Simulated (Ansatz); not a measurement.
Relaxation of H$_{7}$InO$_{3}$Si (12 atoms, charge 0, multiplicity 1), to a largest force component of 0.03 eV/Å in at most 50 steps.

The calculation used Ansatz, RKS revPBE-D4/def2-SVP.

```xyz
12
Properties=species:S:1:pos:R:3
In 0.039 -0.533 0.158
O -0.153 -0.556 2.156
H -1.101 -0.527 2.397
O 1.901 -0.357 -0.606
H 1.825 -0.345 -1.582
O -1.505 -0.579 -1.175
H -2.342 -0.773 -0.708
Si 0.169 3.006 1.331
H 1.035 3.777 2.289
H 0.866 2.891 0.001
H -1.138 3.725 1.133
H -0.080 1.644 1.856
```

Problem. Where does it end, and by what steps?

Solution. The run converged. After 24 steps the energy has fallen by 0.216 eV; H9 moved furthest, 1.24 Å.

```tsv
step	energy less start (eV)	largest force component (eV/Å)	accepted
0	0.0000	0.601	yes
1	-0.0671	0.456	yes
2	-0.0799	0.364	yes
3	-0.0866	0.224	yes
4	-0.0929	0.318	yes
5	-0.1041	0.510	yes
6	-0.1122	0.571	yes
7	-0.1211	0.222	yes
8	-0.1291	0.119	yes
9	-0.1417	0.107	yes
10	-0.1474	0.330	yes
11	-0.1548	0.223	yes
12	-0.1631	0.054	yes
13	-0.1687	0.165	yes
14	-0.1729	0.222	yes
15	-0.1789	0.297	yes
16	-0.1864	0.230	yes
17	-0.1935	0.216	yes
18	-0.1993	0.267	yes
19	-0.2105	0.099	yes
20	-0.2129	0.043	yes
21	-0.2142	0.048	yes
22	-0.2149	0.055	yes
23	-0.2155	0.044	yes
24	-0.2157	0.027	yes
```

```xyz
12
Properties=species:S:1:pos:R:3
In -0.111 -0.477 0.475
O -0.247 -1.298 2.325
H -1.168 -1.590 2.481
O 1.622 0.483 0.004
H 1.608 0.683 -0.953
O -1.444 -0.629 -1.059
H -2.208 -1.175 -0.786
Si 0.328 3.070 0.940
H 1.664 2.963 1.603
H 0.417 3.138 -0.556
H -0.386 4.303 1.434
H -0.558 1.902 1.340
```

Whether the end is a true minimum wasn't checked by a vibrational analysis.

Run time: 41 s on 4 threads of Arm Neoverse V1 (shared host), peak memory 0.17 GiB.
